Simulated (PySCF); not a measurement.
Computed IR spectrum (relative IR intensity) of a molecule C3H9NSi. Geometry: PBE-D3(BJ)/def2-SVP. The values are those of a single conformer. Method: PBE-D3(BJ)/def2-SVP (PySCF). Frequencies are harmonic and unscaled.

Lines under 2 % of the strongest are left out, and lines within 2 cm⁻¹ are merged.

ν (cm⁻¹): 158 (w), 250 (w), 271 (m), 342 (vs), 435 (vw), 622 (w), 633 (m), 678 (w), 773 (s), 795 (m), 840 (w), 870 (m), 878 (s), 929 (m), 931 (s), 945 (w), 1104 (m), 1358 (vw), 1379 (w), 1490 (m), 2148 (vs), 2970 (m), 2986 (w), 2988 (w), 3022 (w), 3063 (w), 3066 (w), 3499 (m), 3597 (m) (against the strongest line: vs over 80 %, s over 45 %, m over 15 %, w over 4 %, vw less)

Question: Pick the molecule that these values belong to.
A) C[SiH]1CNC1
B) C/C=N/[SiH2]C
C) N[SiH]1CCC1
D) C=C(C)[SiH2]N

Answer: C, N[SiH]1CCC1
